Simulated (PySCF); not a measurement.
Compound: C₅H₁₄P₂.
Structure used (PBE0-D3(BJ)/def2-SVP), in Å, numbered top down from 1:
```
atom  x, y, z in Å
C1     1.254    2.040   -1.075
P2     1.140    0.217   -1.402
P3     2.465   -0.424    0.286
C4    -0.553   -0.220   -0.662
C5    -0.572   -1.741   -0.502
C6    -0.853    0.452    0.673
C7    -1.591    0.196   -1.707
H8     1.183    2.312   -0.010
H9     0.451    2.552   -1.627
H10    2.212    2.407   -1.471
H11    3.594    0.271   -0.248
H12    2.863   -1.663   -0.306
H13    0.120   -2.075    0.288
H14   -1.582   -2.080   -0.216
H15   -0.297   -2.251   -1.439
H16   -1.821    0.094    1.064
H17   -0.083    0.225    1.426
H18   -0.926    1.546    0.575
H19   -1.409   -0.296   -2.675
H20   -2.602   -0.085   -1.367
H21   -1.593    1.285   -1.875
```

All values: PBE0/pcSseg-1 (PySCF, non-relativistic), on one gas-phase PBE0-D3(BJ)/def2-SVP geometry that isn't relaxed in the solvent. The solvent is an IEF-PCM continuum (Bondi radii, 1.10 Å for H, scaled by 1.2). The model holds no explicit solvent molecules, cavitation or dispersion.

```json
{"run": "gas", "E − E(gas) (kcal/mol)": "0.00", "HOMO (eV)": "-6.24", "HOMO–LUMO gap (eV)": "6.42", "dipole (D)": "0.95"}
{"run": "P", "E − E(gas) (kcal/mol)": "-1.27", "HOMO (eV)": "-6.23", "HOMO–LUMO gap (eV)": "6.46", "dipole (D)": "1.07"}
{"run": "Q", "E − E(gas) (kcal/mol)": "-3.19", "HOMO (eV)": "-6.30", "HOMO–LUMO gap (eV)": "6.52", "dipole (D)": "1.28"}
```

**Question.** The runs were made in acetone and cyclohexane. Which run belongs to which solvent?

**Answer.** P = cyclohexane, Q = acetone. The dielectric constants are 2.017 (cyclohexane), 20.49 (acetone), and the energy falls further as ε rises. In this model the ground state sees the solvent through ε alone.

**Question.** How constant is the ratio of the lowering to (ε − 1)/(2ε + 1)?

**Answer.** 
```tsv
solvent	(ε − 1)/(2ε + 1)	E − E(gas) (kcal/mol)	ratio (kcal/mol)	polarisation term (kcal/mol)
cyclohexane	0.202	-1.27	-6.3	-1.33
acetone	0.464	-3.19	-6.9	-3.59
```

The ratio changes by +8.9 % in size from cyclohexane to acetone. The polarisation term is half the interaction of the solute with the induced surface charges.

The run took 46 s of wall time on an Intel Xeon Platinum 8488C with one thread, shared host with 192 logical CPUs at a one-minute load of 115, and the process peaked at 1.2 GiB of memory. This is the whole shielding run at PBE0/pcSseg-1 in acetone, SCF included.
